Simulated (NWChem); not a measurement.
# H3Ga

SMILES: [GaH3]
```xyz
4

Ga     0.0000     0.0000     0.0000
H      0.0000     0.0000     1.5807
H      1.3689     0.0000    -0.7903
H     -1.3689     0.0000    -0.7903
```
Charge 0, spin multiplicity 1.

The numbers come from NWChem runs, not from measurements. Structure: optimised with PBE/def2-SVP, a minimum by its harmonic frequencies.

Symmetry labels belong to the abelian group C2v used in the runs, with the axes of the coordinates shown; states degenerate in a higher group split over its labels.

The Hamiltonian is non-relativistic. B3LYP has NWChem's definition, with VWN1-RPA local correlation. The structure started from a generated list of species.

**Question.** List the lowest 5 singlet excitations that TD-B3LYP/def2-SVPD, VWN1-RPA local correlation gives, with oscillator strengths.

**Answer.** 
```json
[
 {"state": "1", "symmetry": "a2", "energy (eV)": "5.05", "wavelength (nm)": "245", "f": "0.000"},
 {"state": "2", "symmetry": "b2", "energy (eV)": "5.05", "wavelength (nm)": "245", "f": "0.000"},
 {"state": "3", "symmetry": "a1", "energy (eV)": "7.67", "wavelength (nm)": "162", "f": "0.195"},
 {"state": "4", "symmetry": "b1", "energy (eV)": "7.67", "wavelength (nm)": "162", "f": "0.195"},
 {"state": "5", "symmetry": "b1", "energy (eV)": "8.49", "wavelength (nm)": "146", "f": "0.000"}
]
```
